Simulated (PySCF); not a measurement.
**UHF on Sn³⁺ (tin, charge +3)**

Configuration: [Kr] 4d10 5s1, 2S determinant. Computed with PySCF 2.14 in x2c-TZVPPall, with the spin-free X2C one-electron Hamiltonian (Gaussian nucleus).

| Property | Result |
| --- | --- |
| Total energy | -6171.943501 hartree |
| One-electron energy | -8437.5523 hartree |
| Hartree (Coulomb) energy | 2428.9553 hartree |
| Exchange energy | -163.3465 hartree |
| ⟨S²⟩ | 0.7506 |
| ⟨L²⟩ | 0.000 |
| Sum of ⟨r⟩ | 26.70 bohr |
| Sum of ⟨r²⟩ | 28.18 bohr² |
| Langevin diamagnetic susceptibility | -22.3 ×10⁻⁶ cm³/mol |

```csv
shell,electrons,mean orbital energy (hartree),"rms radius, mean of both spins (bohr)"
1s α,1,-1079.52850,0.0333
1s β,1,-1079.52388,0.0333
2s α,1,-167.29793,0.136
2s β,1,-167.29365,0.136
2p α,3,-150.12700,0.121
2p β,3,-150.12617,0.121
3s α,1,-34.62283,0.361
3s β,1,-34.61422,0.361
3p α,3,-28.85874,0.362
3p β,3,-28.85573,0.362
3d α,5,-19.96653,0.341
3d β,5,-19.96578,0.341
4s α,1,-6.96185,0.874
4s β,1,-6.94311,0.874
4p α,3,-5.12756,0.949
4p β,3,-5.12158,0.949
4d α,5,-2.38337,1.17
4d β,5,-2.37400,1.17
5s α,1,-1.45019,2.31
```

Densities and radii are taken from the X2C orbitals without a picture-change correction, which distorts them close to the nucleus.
